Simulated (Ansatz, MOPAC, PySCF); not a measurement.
Noncovalent pair: CH4 (SMILES C) (first 5 atoms) with C3H6 (SMILES C=CC); geometry from B3LYP-D3(BJ)/def2-TZVP, rigid monomers moved along the line of their centres of mass till H5···C7 is 3.51 Å.
(charge 0, multiplicity 1):
```xyz
14

C     -0.15336     0.00770     0.50165
H     -1.19014    -0.28098     0.67118
H      0.23126    -0.51925    -0.37071
H     -0.10187     1.08185     0.32643
H      0.44208    -0.24752     1.37655
C      0.93157    -1.00949     4.77775
C      0.54491     0.25808     4.84403
C     -0.83010     0.75668     4.53364
H      0.24542    -1.79611     4.48366
H      1.94497    -1.30747     5.01390
H      1.26971     1.01137     5.14222
H     -0.80720     1.48268     3.71612
H     -1.49466    -0.05873     4.24581
H     -1.26542     1.26780     5.39708
```

Interaction energies are E(AB) − E(A) − E(B) at the monomers' geometry in the complex; basis-set methods are counterpoise corrected. Rows marked so take none.

Cores are frozen in the correlated methods. Rows in 3-21G, 6-31G* carry no dispersion term and start afresh at each structure (6-31G* with six Cartesian d functions). MP2/6-31G* freezes PySCF's default core. The state that PM6 reach isn't checked.

Programs: Ansatz (an electronic-structure program); MOPAC for PM6 (differences of heats of formation); PySCF for 3-21G rows, 6-31G* rows, the dispersion terms. 

```tsv
level	interaction energy (kJ/mol)
PM6	-0.7
HF/6-31G* (no counterpoise)	-1.1
HF/aug-cc-pVDZ	0.4
B3LYP/3-21G (no counterpoise)	-1.9
B3LYP/6-31G* (no counterpoise)	-1.2
PBE0/def2-TZVPPD	-1.2
PBE0-D4/def2-TZVPPD	…
MP2/6-31G* (no counterpoise)	-3.2
MP2/aug-cc-pVDZ	-3.1
```

Problem. Some entries are withheld; supply them.

Solution. 
- PBE0-D4/def2-TZVPPD, interaction energy (kJ/mol): -3.9
